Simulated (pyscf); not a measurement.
`[O]=[VH]([F])[F]`, singlet

Gas-phase minimum from PySCF at ωB97X-D3(BJ)/def2-SVP, one conformer. 

```xyz
5

O      0.1693     0.2726     0.5208
V     -1.1204    -0.4366     0.1107
F     -0.7840    -1.8992    -0.6944
F     -2.1995     0.6451    -0.6420
H     -1.7176    -0.7975     1.5425
```

Bonded distances (Å): O1–V2 1.528, V2–F3 1.703, V2–F4 1.703, V2–H5 1.593. Angles (°): O1–V2–F3 111.0, O1–V2–F4 111.0, O1–V2–H5 100.4, F3–V2–F4 117.5, F3–V2–H5 107.7, F4–V2–H5 107.7.

Properties at ωB97X-D3(BJ)/def2-SVP:

```
Item                                                                                                                                                               Result
---------------------------------------------------------------------------------------------------------------------  --------------------------------------------------
Harmonic wavenumbers, unscaled                                                                                         202, 267, 319, 589, 684, 800, 880, 1232, 1961 cm⁻¹
Zero-point energy                                                                                                                                            9.9 kcal/mol
Rotational symmetry number                                                                                                                                              1
Entropy of this conformer at 298 K and 1 atm, rigid rotor and harmonic oscillator, modes under 100 cm⁻¹ raised to 100                                     298.0 J/(mol K)
Dipole moment                                                                                                                                                      0.80 D
```

Single-point totals, which compare only within one level:

| level | total energy (hartree) |
|---|---|
| ωB97X-D3(BJ)/def2-TZVP | -1219.73578 |
| PBE/def2-TZVP | -1219.31872 |
| r²SCAN/def2-TZVP | -1219.64820 |
| B3LYP-D3(BJ)/def2-TZVP | -1219.79061 |
| PBE0-D3(BJ)/def2-TZVP | -1219.27642 |
| M06-2X/def2-TZVP | -1219.56610 |
| ωB97M-D3(BJ)/def2-TZVP | -1219.82174 |
